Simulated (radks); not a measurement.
Species: Be. Configuration: [He] 2s1 5s1 (not the ground configuration).

All-electron calculation, Dirac Kohn-Sham, PBE, spin-unpolarised, spherical densities, point nucleus. Program: a radial shooting solver on a logarithmic mesh with Libxc functionals.

Energy parts (hartree):
total: -14.31441
kinetic: 14.26390
electron-nucleus: -32.04474
Hartree: 5.98682
exchange-correlation: -2.52040

Orbitals (lengths in bohr, moments of r in powers of bohr):
\begin{tabular}{lrrrr}
orbital & occ. & eigenvalue (hartree) & <r^4> & <1/r> \\ \hline
1s1/2 & 2 & -4.27591 & 0.1558 & 3.668 \\
2s1/2 & 1 & -0.45317 & 68.25 & 0.6195 \\
5s1/2 & 1 & -0.02087 & 619100 & 0.05550 \\
\end{tabular}

The highest occupied level is 5s1/2 at -0.568 eV. Summed over all electrons, <r^2> = 701.6 bohr^2, which gives a Langevin (diamagnetic) susceptibility term of -556 x 10^-6 cm^3/mol.
